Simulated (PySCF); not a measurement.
C8H9B.
Structure used (PBE0-D3(BJ)/def2-SVP), in Å, numbered top down from 1:
```xyz
18
C8H9B angstrom
C     -3.670    1.147    0.014
C     -2.514    0.796   -0.146
B     -1.071    0.358   -0.344
C     -0.546   -1.125   -0.414
C      0.975   -0.990   -0.296
C      1.309    0.366   -0.951
C      2.654    0.849   -0.662
C      3.769    1.249   -0.406
C      0.171    1.310   -0.508
H     -4.689    1.461    0.156
H     -1.011   -1.842    0.279
H     -0.826   -1.468   -1.432
H      1.271   -0.951    0.766
H      1.541   -1.815   -0.755
H      1.232    0.237   -2.047
H      4.759    1.604   -0.190
H      0.381    1.687    0.514
H      0.044    2.203   -1.137
```

NICS = −σ at a ghost point: NICS(0) at the centroid of the ring atoms, NICS(1) 1 Å to either side along the normal of their mean plane, zz for the tensor component along that normal. Level: GIAO HF/pcSseg-1 (PySCF, non-relativistic, gas phase) on the PBE0-D3(BJ)/def2-SVP geometry, one conformer.

Ring bond lengths (Å): B3–C4 1.574, C4–C5 1.531, C5–C6 1.543, C6–C9 1.544, C9–B3 1.574.

Give the NICS values of each ring in ppm.

```json
{"ring": "B3–C4–C5–C6–C9", "type": "5-membered ring with B; formal bonds all single", "NICS(0)": "-0.8", "NICS(1), two faces": "-3.8 / -3.3", "NICS(1)zz, two faces": "-2.7 / -1.6", "rms pucker (Å)": "0.17", "centre to ring atoms, mean (Å)": "1.30"}
```

What do they say, and how far can they be read as aromaticity?

- B3–C4–C5–C6–C9: mean NICS(1)zz -2.2 ppm, near zero. C4, C5, C6, C9 have four or more neighbours, and the NICS criterion for π rings isn't applied.

How do the values depend on the level or the medium?

```csv
level,"NICS(0), B3–C4–C5–C6–C9","mean NICS(1)zz, B3–C4–C5–C6–C9"
"HF/pcSseg-1, gas",-0.8,-2.2
"PBE0/pcSseg-1, gas",-0.4,-2.2
```

The geometry is the same throughout.
